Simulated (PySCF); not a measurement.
**Cu: excitation energy**

Cu [Ar] 3d10 4s1 (2S) → Cu [Ar] 3d10 4p1 (2P), as a difference of total energies. All numbers are calculated (PySCF 2.14, a scalar-relativistic core potential, in aug-cc-pVTZ-PP with one added diffuse shell each of s, p, d, f, g type with ECP10MDF (7s7p6d4f3g, 113 functions)). Correlated levels: valence: 3s2 3p6 frozen. The calculations carry no spin-orbit coupling.

Question: Order these methods by the excitation energy they give, lowest first.
A. wB97M-V
B. PBE
C. LC-wPBE
D. LDA

Answer: A (3.780 eV), C (3.829 eV), B (3.969 eV), D (4.202 eV).

Errors of the correlated levels include the incompleteness of this basis and the frozen core.

For comparison: 3.806 eV (measured; NIST levels, between the centres of gravity of the two terms).
